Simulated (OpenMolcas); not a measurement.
## Computed levels of Ne5+

```yaml
Program: OpenMolcas 26.06
Method: CASSCF
Basis: ANO-RCC-VTZP [4s3p2d1f]
Scalar_Hamiltonian: DKH2, point nucleus
Active_space: 1 electron in 3 orbitals (2p)
State_averaging: 2S+1 = 2 odd, 3 roots
Spin-orbit_coupling: state interaction with AMFI integrals over the reference wave functions, term energies averaged over their components
```

Spin-free terms above the lowest, with the occupations of the reference:

| Configuration | Term | E (cm⁻¹) | Occupations |
| --- | --- | --- | --- |
| 2s² 2p | ²P° | 0.0 | 2p 1.00 |

With spin-orbit coupling, above the lowest level:

| Configuration | Term | J | E (cm⁻¹) | Measured (cm⁻¹) | g | Term weight % |
| --- | --- | --- | --- | --- | --- | --- |
| 2s² 2p | ²P° | 1/2 | 0.0 | 0.0 | 0.666 | 100 |
| 2s² 2p | ²P° | 3/2 | 1341 | 1310 | 1.334 | 100 |

Against the measured value (NIST levels in Podobedova, Fuhr, Reader and Wiese, J. Phys. Chem. Ref. Data 33, 525 (2004)): 2s² 2p ²P°_3/2: computed 1341, measured 1310 cm⁻¹ (+2.4 %).

Spin-orbit coupling puts the lowest level 894 cm⁻¹ below the lowest spin-free term.

With one active electron the reference holds no correlation, so core polarisation is missing. Measured partners are found by configuration, term and J. A level has none where our copy of the source lacks it or the pairing is in doubt (some pairs that miss far off the trend of their configuration count as doubtful), and it then counts in no deviation. Levels of configurations outside the active space are missing.

The term weight is that of the spin-free term in the level, not the purity of its configuration. ° marks odd parity.
